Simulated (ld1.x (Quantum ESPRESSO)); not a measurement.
The numbers below are computed, except where a source is named.
Potentials for sulfur compared

Generated with ld1.x 7.5 (TM, RRKJ, ultrasoft, PAW), atompaw 4.2 or ONCVPSP 4.0.1. The cutoff is in Ry: for ld1.x and atompaw files where the sum of valence levels is converged to 10 mRy in a Bessel basis, for ONCV files where the hardest occupied wave has 1 mHa per electron of residual kinetic energy. The error is the largest all-electron minus pseudo excitation energy over each file’s own four to seven test configurations (ionisations up to +4, promotions, holes and added fractions of an electron), all of which were solved. The labels leave out finer settings (local radius, basis sizes, second energies), which also bear on the numbers. Spin-polarised tests are not counted. The rows are a selection from randomly drawn settings: files with unsolved tests, undetermined cutoffs or missed reference levels are left out.

```tsv
potential	cutoff (Ry)	largest error (meV)	bound ghosts
TM, PBEsol, scalar-relativistic, rc 1.05/1.05 (sp), local s, core correction yes, reference 3s2 3p4	110	+153	none
TM semilocal, PBE, scalar-relativistic, rc 1.30/1.55/1.60 (spd), local s, core correction no, reference 3s2 3p4	40	+178	none
TM, LDA (PZ), non-relativistic, rc 1.45/1.10/1.20 (spd), local s, core correction yes, reference 3s2 3p4	90	+71	none
TM, LDA (PZ), scalar-relativistic, rc 1.05/1.25 (sp), local s, core correction yes, reference 3s2 3p4	100	+233	none
TM, BLYP, scalar-relativistic, rc 1.15/1.15/1.30 (spd), local smoothed, core correction no, reference 3s1.5 3p4.5	90	+139	none
ultrasoft, PBEsol, scalar-relativistic, rc 1.35/1.70/1.40 (spd), local smoothed, core correction yes, reference 3s2 3p3.5	21	+19	none
```

(1) Fill in the row for S: TM, PBE, non-relativistic, rc 1.30/1.70/1.65 (spd), local s, core correction no, reference 3s2 3p3.

(2) Fill in the row for S: TM semilocal, LDA (PZ), scalar-relativistic, rc 1.10/1.60/1.25 (spd), local s, core correction yes, reference 3s1.75 3p4.25.

(3) Fill in the row for S: TM, LDA (PZ), non-relativistic, rc 1.25/1.05 (sp), local s, core correction no, reference 3s2 3p3.5.

## Answers

(1) cutoff 40 Ry, largest error +154 meV, bound ghosts: none.

(2) cutoff 60 Ry, largest error +241 meV, bound ghosts: none.

(3) cutoff 110 Ry, largest error +293 meV, bound ghosts: none.
